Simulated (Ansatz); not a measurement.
`[SH][SnH3]` + `CCS` → `CC[S][SnH3]` + H₂S  (ligand exchange at the Sn–S bond)

Calculated with Ansatz (gas phase, PBE0-D4/def2-TZVP geometries, no zero-point term in ΔE). CBS: MP2 limit from def2 TZ/QZ plus the TZ coupled-cluster correction, frozen cores. This one scheme is used for every species. Functionals use def2-TZVPP. B3LYP here is the variant with VWN-RPA as its local correlation; programs differ in this. def2 core potentials past Kr. For Sn outer-core shells are correlated without core-valence functions, which leaves a few kJ/mol of doubt a bond. One conformer a species, not always the lowest.

`[SH][SnH3]`:

```xyz
6

S    -1.020    0.288   -1.531
Sn    0.354   -0.334    0.343
H    -1.304    1.505   -1.037
H    -0.576   -0.284    1.771
H     1.674    0.741    0.462
H     0.872   -1.916   -0.007
```

`CCS`:

```xyz
9

C    -0.247    0.327   -0.872
C    -0.176    0.193    0.635
S     1.320   -0.636    1.235
H     0.626    0.856   -1.259
H    -1.145    0.877   -1.167
H    -0.283   -0.654   -1.351
H    -0.142    1.176    1.110
H    -1.052   -0.321    1.032
H     1.099   -1.817    0.636
```

`CC[S][SnH3]`:

```xyz
12

C     1.284   -0.846   -0.575
C     1.096   -0.077    0.715
S    -0.509   -0.356    1.535
Sn   -1.987    0.754    0.009
H     0.577   -0.521   -1.344
H     1.133   -1.915   -0.417
H     2.293   -0.692   -0.968
H     1.237    0.996    0.563
H     1.831   -0.393    1.459
H    -3.428    1.049    0.866
H    -1.221    2.204   -0.473
H    -2.306   -0.203   -1.370
```

H₂S:

Cartesian coordinates in Å:
```
S 0.315 0.156 -0.510
H 0.636 0.066 0.789
H -0.951 -0.222 -0.279
```

Is it downhill or uphill in electronic energy at CCSD(T)/CBS, and by how much? (An estimate is asked.)

Computed: Nearly level: ΔE = +0.1 kcal/mol.

What do these levels give: r2SCAN-D4, PBE0-D4, B3LYP-D4, r2SCAN, PBE0, HF/def2-TZVPP, MP2/def2-TZVPP, CCSD(T)/def2-TZVPP, HF/def2-QZVPP, MP2/def2-QZVPP, MP2/CBS(def2), CCSD/CBS(def2)? (Best estimate.)

Ansatz gave: r2SCAN-D4 0.9, PBE0-D4 0.8, B3LYP-D4 0.5, r2SCAN 1.3, PBE0 1.9, HF/def2-TZVPP 3.2, MP2/def2-TZVPP 0.1, CCSD(T)/def2-TZVPP 0.5, HF/def2-QZVPP 3.2, MP2/def2-QZVPP -0.1, MP2/CBS(def2) -0.3, CCSD/CBS(def2) 0.6 kcal/mol.

Largest T1 diagnostic among the species: 0.012.

In def2-TZVPP, CCSD(T) changes the Hartree–Fock value by −2.7 kcal/mol (the triples alone add −0.5 kcal/mol) and MP2 by −3.1 kcal/mol. The D4 term adds −1.8 kcal/mol with B3LYP and −1.1 kcal/mol with PBE0; it sums over pairs of atoms, weighted by their polarisabilities, and B3LYP, whose exchange is more repulsive, gets the larger term.
